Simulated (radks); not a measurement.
Q: The mean radii <r> (bohr) of the occupied orbitals of an atom or ion are listed with their occupations. Method: non-relativistic Kohn-Sham, exchange-only B88, spin-polarised, spherical densities, point nucleus; computed with a radial shooting solver on a logarithmic mesh with Libxc functionals.

| orbital | occ. | <r> |
|---|---|---|
| 1s up | 1 | 0.1751 |
| 1s down | 1 | 0.1750 |
| 2s up | 1 | 0.7750 |

Name the element and its charge. Open shells, if any, are filled with parallel spins first.

A: Z = 9, fluorine, charge +6: F6+ in [He] 2s1. The 1s radius gives Z: for a bare nucleus <r> = 1.5/Z, 0.1667 bohr for Z = 9, and screening makes it slightly larger (0.1751 here). The occupations add up to 3, and the charge is Z minus that.
